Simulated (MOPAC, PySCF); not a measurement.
H4OSi3, SMILES `O=[SiH][SiH]=[SiH2]` (O–Si–Si–Si torsion 159°), neutral singlet in the gas phase. 

Cartesian coordinates (Å):
```xyz
8

O      3.1811    -0.7764     0.3411
Si     1.8515    -0.2721    -0.2116
Si    -0.0194     0.2401     1.0008
Si    -1.7455     0.1934    -0.2974
H      1.6151     0.0152    -1.6528
H     -0.1581    -0.1353     2.4217
H     -1.5705     0.4563    -1.7391
H     -3.1542     0.2789     0.1373
```
Charge 0, multiplicity 1.

All levels are single points at this geometry (B3LYP-D3(BJ)/def2-TZVP); Pople sets use spherical d functions. Orbital energies aren't observables, and empty levels follow the basis.

B3LYP/LANL2DZ in PySCF gives HOMO (eV) = -6.77.

Task: Estimate the HOMO (eV) from each of these levels: B3LYP-D3(BJ)/def2-TZVP in PySCF; B3LYP/3-21G in PySCF; B3LYP/6-31G* in PySCF; BP86/6-31G* in PySCF; PBE/6-31G* in PySCF; HF/3-21G in PySCF; AM1 in MOPAC; PM7 in MOPAC.

Result: 
```json
[
 {"level": "B3LYP-D3(BJ)/def2-TZVP in PySCF", "HOMO (eV)": "-6.64"},
 {"level": "B3LYP/3-21G in PySCF", "HOMO (eV)": "-6.53"},
 {"level": "B3LYP/6-31G* in PySCF", "HOMO (eV)": "-6.50"},
 {"level": "BP86/6-31G* in PySCF", "HOMO (eV)": "-5.99"},
 {"level": "PBE/6-31G* in PySCF", "HOMO (eV)": "-5.90"},
 {"level": "HF/3-21G in PySCF", "HOMO (eV)": "-8.36"},
 {"level": "AM1 in MOPAC", "HOMO (eV)": "-8.88"},
 {"level": "PM7 in MOPAC", "HOMO (eV)": "-8.81"}
]
```
